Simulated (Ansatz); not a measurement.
Ansatz (a program for electronic structure) input:

Ansatz 0.2 input:
```yaml
crystal:
  periodic: [false, false, false]
  atoms:
    - {symbol: C, position_ang: [1.78070953, -0.13904201, -0.61349111]}
    - {symbol: C, position_ang: [0.63384092, -0.24867719, 0.14438240]}
    - {symbol: C, position_ang: [-0.59900374, 0.26726606, -0.19519224]}
    - {symbol: O, position_ang: [-1.72235172, 0.15276462, 0.56009558]}
    - {symbol: H, position_ang: [1.78025749, 0.38187422, -1.56195641]}
    - {symbol: H, position_ang: [2.71221024, -0.57088092, -0.28041505]}
    - {symbol: H, position_ang: [0.69737246, -0.78509149, 1.09037033]}
    - {symbol: H, position_ang: [-0.77893415, 0.81684205, -1.10849604]}
    - {symbol: H, position_ang: [-1.52537259, -0.34214197, 1.36553823]}
basis:
  gaussian:
    orbitals: STO-3G
magnetization: {spin_polarized: true, initial_magnetization: 1}
correlation: {method: ccsd_t, electrons: outside_noble_gas}
```

Question: Predict the final energy.

Answer: -189.12536 Eh (CCSD(T)/STO-3G). The basis has 25 functions.

It need not be the lowest isomer of its formula.

The determinant is spin-contaminated: <S^2> is 1.04 against 0.75 for a pure state.
